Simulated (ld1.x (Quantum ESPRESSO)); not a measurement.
# boron, RRKJ: configuration errors across variants

```json
{
 "Element": "boron (B)",
 "Generator": "ld1.x (Quantum ESPRESSO) 7.5",
 "Type": "norm-conserving RRKJ (Kleinman–Bylander form)",
 "Functional": "PBE",
 "Relativity": "non-relativistic",
 "Frozen core": "[He]",
 "Valence charge": "3",
 "Reference configuration": "2s2 2p1",
 "Partial waves": "2p (bound): rc 2.75 bohr; 3d channel at -0.1 Ry: rc 3.00 bohr; 2s (bound): rc 1.15 bohr",
 "Local potential": "the s channel",
 "Core correction": "none",
 "rho0": "0.005"
}
```

All-electron excitation energies from the reference (eV): (1) 2s2 2p0 8.222; (2) 2s1 2p0 33.637; (3) 2s2 2p0.5 2.888; (4) 2s1 2p2 5.844; (5) 2s1 2p1 14.355; (6) 2s0 2p3 11.708; (7) 2s2 2p1.3 -0.739.

Errors AE − PS in meV (a dash: test not solved or not reliable):

```csv
change,(1),(2),(3),(4),(5),(6),(7),bound ghosts
base,+78,+260,+11,-11,-40,-51,+0.9,none
wave 2p (bound): rc 2.75 bohr becomes 2p (bound): rc 1.82 bohr,+29,+110,+3.5,+4.5,-6.7,+12,+0.3,none
wave 2p (bound): rc 2.75 bohr becomes 2p (bound): rc 2.82 bohr,+86,+281,+12,-13,-45,-57,+1.0,none
wave 2p (bound): rc 2.75 bohr becomes 2p (bound): rc 3.24 bohr,+140,+423,+20,-23,-72,-94,+1.9,none
wave 2p (bound): rc 2.75 bohr becomes 2p (bound): rc 3.64 bohr,+228,+645,+35,-38,-107,-149,+3.7,none
wave 2p (bound): rc 2.75 bohr becomes 2p (bound): rc 3.98 bohr,+329,+896,+53,-57,-140,-215,+6.3,none
```

(1) Give the same row for: wave 2p (bound): rc 2.75 bohr becomes 2p (bound): rc 2.44 bohr.

## Answers

(1) +51, +183, +6.7, -4.1, -24, -24, +0.5; bound ghosts: none.
